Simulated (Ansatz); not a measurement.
Program: Ansatz. Geometries: PBE0-D4/def2-TZVP. ΔE: electronic, gas phase. CCSD(T)/CBS is the MP2 limit (def2-TZVPP, def2-QZVPP) plus CCSD(T) − MP2 in def2-TZVPP, frozen cores. This one scheme is used for every species. DFT in def2-TZVPP. B3LYP here is the variant with VWN-RPA as its local correlation; programs differ in this. def2 core potentials past Kr. For Sn outer-core shells are correlated without core-valence functions, which leaves a few kJ/mol of doubt a bond.

Consider the stannylene formation by 1,1-elimination: `[CH3][SnH]([CH3])[Cl]` → CH₄ + `[CH3][Sn][Cl]`.

```
             level  ΔE (kJ/mol)  difference from CCSD(T)/CBS
       LDA (SPW92)         19.8                          8.8
           BLYP-D4        -34.4                        -45.4
            B97M-V          6.0                         -5.0
          B3LYP-D4        -19.7                        -30.7
      CAM-B3LYP-D4         -3.1                        -14.1
           r2SCAN0          7.0                         -4.0
RPA@PBE/def2-TZVPP          5.0                         -6.0
     CCSD/def2-SVP         -2.4                        -13.4
      HF/CBS(def2)        -11.5                        -22.5
    CCSD/CBS(def2)          7.4                         -3.6
       CCSD(T)/CBS         11.0                            0
```

Largest T1 diagnostic among the species: 0.013.

In def2-TZVPP, CCSD(T) changes the Hartree–Fock value by +22.9 kJ/mol (the triples alone add +3.6 kJ/mol) and MP2 by +22.1 kJ/mol. From BLYP to BHLYP (50 % exact exchange), in def2-TZVPP and without D4, ΔE moves by +35.0 kJ/mol.

CCSD(T)/CBS has its own doubt, a few kJ/mol and more with outer-core shells, so smaller differences from it don't rank the levels.
